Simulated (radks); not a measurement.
Task: Species: Rh30+. Configuration: [Ne] 3s2 3p3 (the NIST ground configuration). Calculated with a radial shooting solver on a logarithmic mesh with Libxc functionals: scalar-relativistic Kohn-Sham, PBEsol, spin-polarised, spherical densities, finite nucleus; open shells are filled with parallel spins first (spin-orbit coupling, left out, can overturn this in heavy ions); Fermi nuclear charge, rms radius 4.4945 fm. Some entries of the table are withheld. Estimate them.

orbital  occ.  eigenvalue (eV)  <r^2> (bohr^2)
1s up       1        -24588.14        0.001439
1s down     1        -24582.42        0.001438
2s up       1        -4843.220         0.02312
2s down     1        -4838.578         0.02307
2p up       3        -4512.172         0.01809
2p down     3        -4505.923         0.01807
3s up       1        -1839.957          0.1356
3s down     1        -1820.322          0.1364
3p up       3        -1734.096          0.1296
3p down     0        -1714.388          0.1303
3d up       0              (1)          0.1026
3d down     0              (2)          0.1025
4s up       0        -950.2150          0.4798
4s down     0        -943.3107          0.4841
4p up       0        -907.0505          0.4819
4p down     0        -900.2485          0.4865

Result: 
(1) 3d up eigenvalue (eV): -1596.096
(2) 3d down eigenvalue (eV): -1579.283
